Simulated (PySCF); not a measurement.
# Telling isomers of C₇H₇N₃ apart by NMR

One conformer, non-relativistic Hamiltonian, gas phase, equivalent nuclei averaged. Geometry from PBE0-D3(BJ)/def2-SVP; PBE0/pcSseg-1 with gauge-including orbitals; PySCF 2.14.0 with density-fitted response routines.

Scale: ¹H (σref 31.27) and ¹³C (σref 184.41) vs TMS (reference shieldings calculated alike). Where no couplings were computed, multiplicities follow the n + 1 count of equivalent neighbours, and m marks all less simple cases (inequivalent or close neighbours, rings, F or P nearby). Shifts are as computed. Against solution values, carbons near 30 ppm lie about +2 ppm off and those near 130 ppm about +5 ppm. Of 1309 compounds with measured shifts, 239 miss one by over three times the rms of a fit or turn the order of signals round; such compounds aren't used in these exercises.

(1) Tabulate the signals of `Cc1nnn2ccccc12`, `N#Cc1ccnn1C1CC1` and their relative energies.

(2) What is the quickest way to tell Cc1nnn2ccccc12 from N#Cc1ccnn1C1CC1?

## Answers

(1) 
```json
{"SMILES": "Cc1nnn2ccccc12", "carbon types": "2×C 4×CH 1×CH3", "δC": "136.1, 135.7, 130.8, 127.5, 123.0, 118.1, 12.3", "δH": "8.72 (d, 1H), 7.72 (d, 1H), 7.16 (m, 1H), 6.86 (m, 1H), 2.74 (s, 3H)", "E rel. (kcal/mol)": "0.0"}
{"SMILES": "N#Cc1ccnn1C1CC1", "carbon types": "2×C 3×CH 2×CH2", "δC": "141.3, 119.5, 119.3, 116.4, 34.1, 10.2", "δH": "7.44 (m, 1H), 6.74 (m, 1H), 3.81 (m, 1H), 1.47 (m, 2H), 1.04 (m, 2H)", "E rel. (kcal/mol)": "21.8"}
```

Energies are electronic energies at PBE0/pcSseg-1 on these geometries, without zero-point or thermal terms, each for the one conformer computed, which needn't be the lowest.

(2) Count the carbon signals: 7 against 6. The first has a methyl carbon on an aromatic ring (CH3) at 12.3 ppm, the second a three-membered-ring carbon (CH) at 34.1 ppm. Their most deshielded carbons lie at 136.1 and 141.3 ppm. In the proton spectra the most deshielded non-exchanging signals are 8.72 (d, 1H) and 7.44 (m, 1H).
